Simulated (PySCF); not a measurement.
CH3NO, triplet, geometry from GFN2-xTB (a higher spin typed on purpose: for a closed-shell molecule this is an excited state); MP2/6-31G* in PySCF.

PySCF was given this input:
```python
from pyscf import gto, scf, mp

mol = gto.M(
    atom='''
N    -1.13722207    0.20028280   -0.10649538
C     0.26362244    0.31632769    0.20402162
O     1.11258508   -0.61146689   -0.09803474
H    -1.48720697   -0.66705586    0.29036450
H    -1.66033283    0.98487706    0.26520907
H     0.62567895    1.27396809   -0.24995774
''',
    basis='6-31g*',
    spin=2,
    verbose=4,
)

mf = scf.UHF(mol)
mf.kernel()

pt = mp.MP2(mf)
pt.kernel()
print('E(MP2) = %.10f' % pt.e_tot)
mf.analyze()
```

The log (banner, timings and long lists left out):

```
PySCF version 2.14.0

[INPUT] verbose = 4
[INPUT] num. atoms = 6
[INPUT] num. electrons = 24
[INPUT] charge = 0
[INPUT] spin (= nelec alpha-beta = 2S) = 2
[INPUT] symmetry False subgroup None
[INPUT] Mole.unit = angstrom
[INPUT] Symbol           X                Y                Z      unit          X                Y                Z       unit  Magmom
[...]
nuclear repulsion = 68.3480723413028
number of shells = 24
number of NR pGTOs = 93
number of NR cGTOs = 48
basis = 6-31g*
ecp = {}

******** <class 'pyscf.scf.uhf.UHF'> ********
method = UHF
initial guess = minao
damping factor = 0
level_shift factor = 0
DIIS = <class 'pyscf.scf.diis.CDIIS'>
diis_start_cycle = 1
diis_space = 8
diis_damp = 0
SCF conv_tol = 1e-09
SCF conv_tol_grad = None
SCF max_cycles = 50
direct_scf = True
direct_scf_tol = 1e-13
number electrons alpha = 13  beta = 11
Set gradient conv threshold to 3.16228e-05
init E= -169.005420842666

cycle= 1 E= -168.611790020522  delta_E= 0.394  |g|= 0.477  |ddm|= 1.78
cycle= 2 E= -168.699171429514  delta_E= -0.0874  |g|= 0.439  |ddm|= 0.661
cycle= 3 E= -168.777018865471  delta_E= -0.0778  |g|= 0.102  |ddm|= 0.312
cycle= 4 E= -168.799172955552  delta_E= -0.0222  |g|= 0.0574  |ddm|= 0.193
cycle= 5 E= -168.808397073713  delta_E= -0.00922  |g|= 0.0234  |ddm|= 0.162
cycle= 6 E= -168.80979276628  delta_E= -0.0014  |g|= 0.0161  |ddm|= 0.0558
cycle= 7 E= -168.810365437352  delta_E= -0.000573  |g|= 0.00952  |ddm|= 0.0371
cycle= 8 E= -168.810732809918  delta_E= -0.000367  |g|= 0.00644  |ddm|= 0.0359
cycle= 9 E= -168.810908645867  delta_E= -0.000176  |g|= 0.00556  |ddm|= 0.0168
cycle= 10 E= -168.811092740649  delta_E= -0.000184  |g|= 0.00491  |ddm|= 0.0195
cycle= 11 E= -168.811394676757  delta_E= -0.000302  |g|= 0.00387  |ddm|= 0.0383
cycle= 12 E= -168.811647678199  delta_E= -0.000253  |g|= 0.00251  |ddm|= 0.0469
cycle= 13 E= -168.811749010164  delta_E= -0.000101  |g|= 0.00131  |ddm|= 0.0366
cycle= 14 E= -168.811768749679  delta_E= -1.97e-05  |g|= 0.000594  |ddm|= 0.0178
cycle= 15 E= -168.811770826009  delta_E= -2.08e-06  |g|= 0.000301  |ddm|= 0.00603
cycle= 16 E= -168.81177113504  delta_E= -3.09e-07  |g|= 0.000174  |ddm|= 0.00112
cycle= 17 E= -168.811771205616  delta_E= -7.06e-08  |g|= 8.92e-05  |ddm|= 0.000559
cycle= 18 E= -168.81177123742  delta_E= -3.18e-08  |g|= 4.01e-05  |ddm|= 0.000332
cycle= 19 E= -168.81177124239  delta_E= -4.97e-09  |g|= 1.9e-05  |ddm|= 0.00013
cycle= 20 E= -168.811771243351  delta_E= -9.62e-10  |g|= 7.9e-06  |ddm|= 6.02e-05
Extra cycle  E= -168.811771243434  delta_E= -8.31e-11  |g|= 5.31e-06  |ddm|= 1.21e-05
converged SCF energy = -168.811771243434  <S^2> = 2.0133217  2S+1 = 3.008868

******** <class 'pyscf.mp.ump2.UMP2'> ********
nocc = (np.int64(13), np.int64(11)), nmo = (48, 48)
E(UMP2) = -169.219929701892  E_corr = -0.408158458457596
E(SCS-UMP2) = -169.209805226706  E_corr = -0.398033983271693
E_corr(same-spin) = -0.105872500243178
E_corr(oppo-spin) = -0.302285958214417
E(MP2) = -169.2199297019
**** SCF Summaries ****
Total Energy =                        -168.811771243434436
Nuclear Repulsion Energy =              68.348072341302753
One-electron Energy =                 -365.596412778262732
Two-electron Energy =                  128.436569193525543
Two-electron Coulomb Energy =          149.551902288983939
DFT Exchange-Correlation Energy =      -21.115333095458396
**** MO energy ****
                             alpha | beta                alpha | beta
[...]
To work with the spin densities directly, `use mulliken_meta_spin()` only printing them here.

 ** Mulliken spin pop alpha/beta on meta-lowdin orthogonal AOs **
 ** Mulliken Spin Density (per AO)  **
spin_pop of  0 N 1s       -0.00000
spin_pop of  0 N 2s        0.00898
spin_pop of  0 N 3s        0.00051
spin_pop of  0 N 2px       0.03630
spin_pop of  0 N 2py       0.00606
spin_pop of  0 N 2pz       0.08749
spin_pop of  0 N 3px       0.00031
spin_pop of  0 N 3py       0.00021
spin_pop of  0 N 3pz       0.00144
spin_pop of  0 N 3dxy     -0.00000
spin_pop of  0 N 3dyz      0.00009
spin_pop of  0 N 3dz^2    -0.00022
spin_pop of  0 N 3dxz     -0.00016
spin_pop of  0 N 3dx2-y2    0.00007
spin_pop of  1 C 1s       -0.00000
spin_pop of  1 C 2s        0.12926
spin_pop of  1 C 3s        0.00462
spin_pop of  1 C 2px      -0.02748
spin_pop of  1 C 2py      -0.01726
spin_pop of  1 C 2pz       0.64788
spin_pop of  1 C 3px       0.00083
spin_pop of  1 C 3py       0.00013
spin_pop of  1 C 3pz       0.00178
spin_pop of  1 C 3dxy     -0.00017
spin_pop of  1 C 3dyz     -0.00058
spin_pop of  1 C 3dz^2    -0.00042
spin_pop of  1 C 3dxz     -0.00065
spin_pop of  1 C 3dx2-y2    0.00166
spin_pop of  2 O 1s       -0.00000
spin_pop of  2 O 2s        0.02651
spin_pop of  2 O 3s       -0.00041
spin_pop of  2 O 2px       0.38689
spin_pop of  2 O 2py       0.51408
spin_pop of  2 O 2pz       0.14155
spin_pop of  2 O 3px       0.00081
spin_pop of  2 O 3py       0.00104
spin_pop of  2 O 3pz       0.00159
spin_pop of  2 O 3dxy     -0.00013
spin_pop of  2 O 3dyz     -0.00035
spin_pop of  2 O 3dz^2     0.00021
spin_pop of  2 O 3dxz     -0.00016
spin_pop of  2 O 3dx2-y2    0.00079
spin_pop of  3 H 1s       -0.00399
spin_pop of  3 H 2s        0.00038
spin_pop of  4 H 1s       -0.00755
spin_pop of  4 H 2s        0.00043
spin_pop of  5 H 1s        0.05703
spin_pop of  5 H 2s        0.00060
 ** Mulliken Spin Density (per atom)  **
spin density of  0 N =      0.14108
spin density of  1 C =      0.73959
spin density of  2 O =      1.07242
spin density of  3 H =     -0.00361
spin density of  4 H =     -0.00712
spin density of  5 H =      0.05763
 ** Mulliken pop alpha/beta on meta-lowdin orthogonal AOs **
 ** Mulliken pop       alpha | beta **
In total            13.00000 | 11.00000
 ** Mulliken atomic charges   ( Nelec_alpha | Nelec_beta ) **
charge of  0N =     -0.44967  (     3.79538      3.65430 )
charge of  1C =      0.09609  (     3.32175      2.58216 )
charge of  2O =     -0.17309  (     4.62276      3.55033 )
charge of  3H =      0.20877  (     0.39381      0.39742 )
charge of  4H =      0.22142  (     0.38573      0.39285 )
charge of  5H =      0.09648  (     0.48058      0.42295 )
Dipole moment(X, Y, Z, Debye): -1.48135,  0.89732,  1.11815
```
